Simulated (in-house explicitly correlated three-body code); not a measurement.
Computed with an exponentially correlated three-body code. Model: two electrons around a point charge, non-relativistic, variational in 260 exponentially correlated functions (energies converged to about 1e-7 hartree, or 1e-8 relative for large Z).

Command:
```bash
python run_hyl.py task.json out
```
Settings (lengths in bohr, energies in hartree):
```
Z                      2
nuclear_mass           50
interaction_strength   1
functions              260
states_tried           13
```

Run time, properties included: 37 s on 1 thread of AMD EPYC 7R13 Processor (Zen 3) (shared host).

**Those bound S and P states to n = 4 that converged, binding against the one-electron ion.**

Given: nuclear charge 2; mass of the centre 50 electron masses.

Computed: one-electron threshold -1.96078431 hartree.

```json
{"term": "1 1S", "energy (hartree)": "-2.84390724", "binding (eV)": "24.031"}
{"term": "2 3S", "energy (hartree)": "-2.1324564", "binding (eV)": "4.6714"}
{"term": "2 1S", "energy (hartree)": "-2.10376431", "binding (eV)": "3.8907"}
{"term": "2 3P", "energy (hartree)": "-2.09265749", "binding (eV)": "3.5885"}
{"term": "2 1P", "energy (hartree)": "?", "binding (eV)": "?"}
{"term": "3 3S", "energy (hartree)": "?", "binding (eV)": "?"}
{"term": "3 1S", "energy (hartree)": "-2.02082638", "binding (eV)": "1.6338"}
{"term": "3 3P", "energy (hartree)": "-2.01810377", "binding (eV)": "1.5597"}
{"term": "3 1P", "energy (hartree)": "-2.01459207", "binding (eV)": "1.4642"}
{"term": "4 3S", "energy (hartree)": "-1.99657585", "binding (eV)": "0.97394"}
{"term": "4 1S", "energy (hartree)": "-1.99370403", "binding (eV)": "0.89579"}
{"term": "4 3P", "energy (hartree)": "-1.99263256", "binding (eV)": "0.86663"}
{"term": "4 1P", "energy (hartree)": "-1.99113658", "binding (eV)": "0.82593"}
```

(1) What belongs in the row 2 1P?

(2) What belongs in the row 3 3S?

**Converged states only, values per electron or pair.**

| term | mean r (bohr) | mean r squared (bohr²) | mean inverse r (1/bohr) | mean r12 (bohr) | mean inverse r12 (1/bohr) | mean cosine | mean p1 dot p2 (bohr⁻²) | delta r1 (bohr⁻³) | delta r12 (bohr⁻³) |
| --- | --- | --- | --- | --- | --- | --- | --- | --- | --- |
| 1 1S | 0.94916 | 1.2451 | 1.6541 | 1.4478 | 0.92856 | -0.057476 | 0.13528 | 1.7045 | 0.10001 |
| 2 3S | 2.603 | 11.943 | 1.1319 | 4.5367 | 0.26288 | -0.012912 | 0.0049906 | 1.2443 | - |
| 2 1S | ? | ? | ? | ? | ? | ? | ? | ? | ? |
| 2 3P | 2.6977 | 13.43 | 1.1126 | 4.734 | 0.2651 | -0.035529 | -0.070017 | 1.1849 | - |
| 2 1P | 2.9928 | 16.677 | 1.1001 | 5.2864 | 0.23748 | -0.0027805 | 0.038091 | 1.2016 | 0.00063226 |
| 3 3S | 5.9749 | 71.528 | 1.0428 | 11.221 | 0.11501 | -0.0030408 | 0.00029918 | 1.211 | - |
| 3 1S | 6.6449 | 89.443 | 1.0377 | 12.556 | 0.10934 | -0.0033686 | 0.00032344 | 1.2091 | 0.0023065 |
| 3 3P | 6.4048 | 84.25 | 1.0377 | 12.084 | 0.11458 | -0.0095372 | -0.020081 | 1.1957 | - |
| 3 1P | ? | ? | ? | ? | ? | ? | ? | ? | ? |
| 4 3S | 10.876 | 248.28 | 1.0143 | 21.006 | 0.06398 | -0.0010285 | -0.00025171 | 1.2042 | - |
| 4 1S | 11.786 | 292.93 | 1.0122 | 22.823 | 0.061534 | -0.0012405 | -0.00019247 | 1.2036 | 0.00094661 |
| 4 3P | 11.64 | 288.29 | 1.0122 | 22.536 | 0.063611 | -0.0037443 | -0.0085178 | 1.198 | - |
| 4 1P | 12.232 | 318.71 | 1.0106 | 23.714 | 0.06031 | 8.7212e-05 | 0.004808 | 1.2 | 9.7095e-05 |

(3) What belongs in the row 2 1S?

(4) What belongs in the row 3 1P?

Results:

(1) energy (hartree): -2.0813762; binding (eV): 3.2815.

(2) energy (hartree): -2.02810532; binding (eV): 1.8319.

(3) mean r (bohr): 3.0349; mean r squared (bohr²): 16.768; mean inverse r (1/bohr): 1.1131; mean r12 (bohr): 5.3779; mean inverse r12 (1/bohr): 0.24479; mean cosine: -0.012703; mean p1 dot p2 (bohr⁻²): 0.0040512; delta r1 (bohr⁻³): 1.2339; delta r12 (bohr⁻³): 0.0081918.

(4) mean r (bohr): 6.8478; mean r squared (bohr²): 96.575; mean inverse r (1/bohr): 1.034; mean r12 (bohr): 12.959; mean inverse r12 (1/bohr): 0.10663; mean cosine: -0.00022175; mean p1 dot p2 (bohr⁻²): 0.011757; delta r1 (bohr⁻³): 1.2004; delta r12 (bohr⁻³): 0.00021855.
